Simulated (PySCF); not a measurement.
# ECD: `InChI=1S/C6H8OS/c1-3-6-5(2)4-8(6)7/h1,5-6H,4H2,2H3/t5-,6-,8-/m0/s1`

Cartesian coordinates in Å; atom numbers follow the order of the lines, from 1:
```xyz
16

C     1.4897    2.4101   -0.6342
C     1.2370    1.3731   -0.0882
C     0.9298    0.1194    0.5196
C    -0.5336   -0.1848    0.8863
C    -1.5128    0.5547   -0.0130
C    -0.4681   -1.6705    0.5416
S     0.9645   -1.3966   -0.6213
O     2.0707   -2.2645   -0.2367
H     1.7209    3.3241   -1.0934
H     1.6176   -0.1060    1.3365
H    -0.7681    0.0235    1.9346
H    -1.2824    0.3669   -1.0596
H    -1.4556    1.6265    0.1619
H    -2.5302    0.2251    0.1873
H    -1.3518   -2.0924    0.0717
H    -0.1352   -2.2997    1.3630
```

Theory: PySCF, TDDFT PBE0/def2-SVPD circular dichroism and optical rotation, one conformer, gas phase. Geometry: GFN2-xTB.

States above about 6.8 eV lie in this functional's continuum (it starts at minus the energy of the highest occupied orbital, well below the true ionisation energy for most functionals) and depend on the basis.

(1) What are the CIP labels of the stereocentres?

(2) List the lowest 12 singlet excitations with oscillator and rotatory strengths.

## Answers

(1) C3 R, C4 S, S7 S.

(2) Rotatory strengths R in 10⁻⁴⁰ esu² cm², velocity form and length form (origin at the centre of mass); f in length form.
```
state  E (eV)  λ (nm)      f  R (velocity)  R (length)                                  main
    1    4.92     252  0.043         -25.1       -25.8                        HOMO→LUMO 0.88
    2    5.45     228  0.003          +2.9        +2.6                      HOMO→LUMO+1 0.86
    3    5.92     209  0.039         -18.5       -17.8    HOMO−1→LUMO 0.49, HOMO−2→LUMO 0.22
    4    6.03     205  0.030          -1.5        +0.6  HOMO→LUMO+2 0.71, HOMO−1→LUMO+1 0.09
    5    6.13     202  0.026         +60.4       +58.2    HOMO−2→LUMO 0.59, HOMO−1→LUMO 0.20
    6    6.28     197  0.018          +4.8        +7.4  HOMO→LUMO+4 0.44, HOMO−1→LUMO+1 0.26
    7    6.52     190  0.017         +10.9       +10.8  HOMO→LUMO+3 0.70, HOMO−1→LUMO+1 0.12
    8    6.55     189  0.025         +18.1       +14.9  HOMO−1→LUMO+1 0.30, HOMO→LUMO+4 0.26
    9    6.77     183  0.013         -15.2       -14.4  HOMO→LUMO+5 0.37, HOMO−1→LUMO+4 0.21
   10    6.84     181  0.045         +69.5       +70.9  HOMO→LUMO+5 0.39, HOMO−1→LUMO+2 0.24
   11    7.11     174  0.005          +6.9        +5.4  HOMO−1→LUMO+4 0.42, HOMO→LUMO+5 0.15
   12    7.14     174  0.047         -17.2       -16.0  HOMO−3→LUMO 0.32, HOMO−1→LUMO+2 0.31
```

For state 4 the two forms differ in sign, so the sign of R isn't settled.

Among the states computed, the strongest CD band (largest |R|) is state 10. The largest dissymmetry factor in size, g = 4R/(D+G), with D and G the electric and magnetic dipole strengths, is +0.02 for state 5 (velocity form, f = 0.028), among bands with |R| over 0.5. The mirror image has the same energies and oscillator strengths and all R with the opposite sign.
